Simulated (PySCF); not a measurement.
# Ta⁺: excitation energy

Ta⁺ [Xe] 4f14 5d3 6s1 (5F) → Ta⁺ [Xe] 4f14 5d3 6p1 (high-spin determinant), as a difference of total energies. Computed with PySCF 2.14 in def2-TZVPPD with the def2 core potential (60 electrons), with scalar relativity through the core potential. Correlated levels: valence and next inner shell: nothing frozen outside the core potential. The calculations carry no spin-orbit coupling.

| method | excitation energy (cm⁻¹) |
| --- | --- |
| UHF | 39308 |
| MP2 (valence and next inner shell) | 42250 |
| SCS-MP2 (valence and next inner shell) | 41470 |
| CCSD (valence and next inner shell) | 41340 |
| CCSD(T) (valence and next inner shell) | 40990 |

The determinant of the upper state mixes LS terms, which raises its energy above the lowest term, most at the Hartree-Fock and MP2 levels.
